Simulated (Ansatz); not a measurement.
Reaction (cleavage of the B–Si bond): `[SiH3]B1B[SiH2]1` + H–F → `FB1B[SiH2]1` + SiH₄

Program: Ansatz. Geometries: PBE0-D4/def2-TZVP. ΔE: electronic, gas phase. CCSD(T)/CBS adds triple-zeta CCSD(T) − MP2 to the extrapolated MP2 energy (def2 sets, frozen cores). This one scheme is used for every species. DFT in def2-TZVPP. B3LYP here is the variant with VWN-RPA as its local correlation; programs differ in this. HSE06 is defined as in plane-wave codes.

```csv
level,ΔE (kJ/mol),difference from CCSD(T)/CBS
LDA (SPW92),-108.3,-11.5
PBE-D4,-104.8,-8.0
revPBE-D4,-104.7,-7.9
BLYP-D4,-127.1,-30.3
B97M-V,-122.0,-25.2
PBE0-D4,-102.3,-5.5
B3LYP-D4,-123.7,-26.9
r2SCANh-D4,-112.8,-16.0
r2SCAN0-D4,-110.5,-13.7
HSE06-D4,-102.4,-5.6
BHLYP-D4,-124.7,-27.9
CAM-B3LYP-D4,-128.3,-31.5
ωB97X-V,-113.7,-16.9
ωB97M-V,-115.9,-19.1
B2PLYP,-119.7,-22.9
PBE-QIDH,-100.4,-3.6
revPBE,-110.7,-13.9
BLYP,-135.3,-38.5
PBE0,-106.3,-9.5
r2SCANh,-114.2,-17.4
r2SCAN0,-112.0,-15.2
HSE06,-106.3,-9.5
BHLYP,-132.2,-35.4
CAM-B3LYP,-132.7,-35.9
LC-ωPBE,-109.0,-12.2
RPA@PBE/def2-TZVPP,-109.6,-12.8
HF/def2-SVP,-151.6,-54.8
MP2/def2-SVP,-123.2,-26.4
CCSD/def2-SVP,-132.1,-35.3
CCSD(T)/def2-SVP,-129.5,-32.7
HF/def2-TZVPP,-145.6,-48.8
MP2/def2-TZVPP,-95.5,1.3
SCS-MP2/def2-TZVPP,-105.6,-8.8
CCSD(T)/def2-TZVPP,-104.6,-7.8
HF/def2-QZVPP,-146.6,-49.8
MP2/def2-QZVPP,-91.4,5.4
SCS-MP2/def2-QZVPP,-101.8,-5.0
HF/CBS(def2),-146.7,-49.9
MP2/CBS(def2),-87.8,9.0
CCSD/CBS(def2),-102.3,-5.5
CCSD(T)/CBS,-96.8,0
```

Largest T1 diagnostic among the species: 0.016.

From BLYP to BHLYP (50 % exact exchange), in def2-TZVPP and without D4, ΔE moves by +3.1 kJ/mol. The D4 term adds +7.1 kJ/mol with B3LYP and +4.0 kJ/mol with PBE0; it sums over pairs of atoms, weighted by their polarisabilities, and B3LYP, whose exchange is more repulsive, gets the larger term. Leaving LDA and LC-ωPBE aside and taking each functional with its dispersion term where it has one, the values spread over 27.9 kJ/mol, from CAM-B3LYP-D4 to PBE-QIDH.
